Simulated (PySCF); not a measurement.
Some computed properties have been withheld. Give your best values.

Species: C₅H₉NOSi.
Bonds: C1–C2 (triple), C2–C3, C3–O4 (double), C3–N5, N5–C6, C6–C7, C7–Si8. Hydrogens: H9 on C1; H10 on N5; H11, H12 on C6; H13, H14 on C7; H15, H16, H17 on Si8.

Conformer (atom-mapped SMILES and torsion angles): `[CH:1]#[C:2][C:3](=[O:4])[NH:5][CH2:6][CH2:7][SiH3:8]`: C2–C3–N5–C6 175°, C3–N5–C6–C7 -101°, N5–C6–C7–Si8 59°.

```csv
property,level,value
point group of the GFN2-xTB geometry,GFN2-xTB,C1
"rotational constants A, B, C of the GFN2-xTB geometry",GFN2-xTB,"2.842, 0.983, 0.897 GHz"
dipole moment,PBE0/def2-SVPD,3.85 D
HOMO energy,PBE0/def2-SVPD,?
LUMO energy,PBE0/def2-SVPD,-1.02 eV
lowest singlet excitation,TDDFT PBE0/def2-SVPD,"4.94 eV (251 nm, f = 0.001)"
strongest line among the 6 lowest singlet transitions,TDDFT PBE0/def2-SVPD,"S3 at 5.98 eV (207 nm, f = 0.104)"
lowest triplet excitation (Tamm–Dancoff),TDA PBE0/def2-SVPD,4.43 eV
static isotropic polarisability,PBE0/def2-SVPD,?
electronic spatial extent ⟨r²⟩ about the centre of nuclear charge,PBE0/def2-SVPD,?
13C chemical shifts (computed TMS as zero) by class,GIAO PBE0/pcSseg-1,"155.0 (C3), 82.2 (C2), 80.4 (C1), 38.2 (C6), 15.6 (C7) ppm"
1H chemical shifts (computed TMS as zero) by class,GIAO PBE0/pcSseg-1,"5.09 (H10), 3.82 (H15/H16/H17), 3.77 (H11/H12), 2.15 (H9), 0.89 (H13/H14) ppm"
"isotropic shieldings of nuclei other than C and H, by class",GIAO PBE0/pcSseg-1,"117 (N5), -86 (O4), 423 (Si8) ppm"
```

Gas-phase values; electronic properties from PySCF, density fitting. One conformer (not necessarily the lowest) at the GFN2-xTB geometry, without solvent or vibrations. NMR classes are plain means over equivalent atoms (diastereotopic ones count apart unless rotation or inversion swaps them), as if these changed places fast; in this geometry the members of some classes differ.

(1) What is the electronic spatial extent ⟨r²⟩ about the centre of nuclear charge?

(2) The static isotropic polarisability?

(3) Give the HOMO energy.

## Answers

(1) 1382 bohr².

(2) 96.4 au.

(3) -7.73 eV.

The principal polarisabilities are 81.9, 87.3 and 120.0 au; their mean is the isotropic value. With B = h/(8π²I), that is 505.379 GHz u Å² over I, the principal moments of inertia are 177.8, 514.1 and 563.2 u Å² (most abundant isotopes). The dipole equals about 12.9 × 10⁻³⁰ C·m (1 D = 3.33564 × 10⁻³⁰ C·m). The vertical singlet–triplet gap S1 − T1 is 0.51 eV (TDDFT singlet less Tamm–Dancoff triplet; S1: HOMO−1→LUMO, weight 0.81; T1: HOMO→LUMO, weight 0.83). The largest Löwdin shares of the HOMO are 0.38 on N5, 0.27 on O4, 0.08 on C3 and 0.07 on C6.
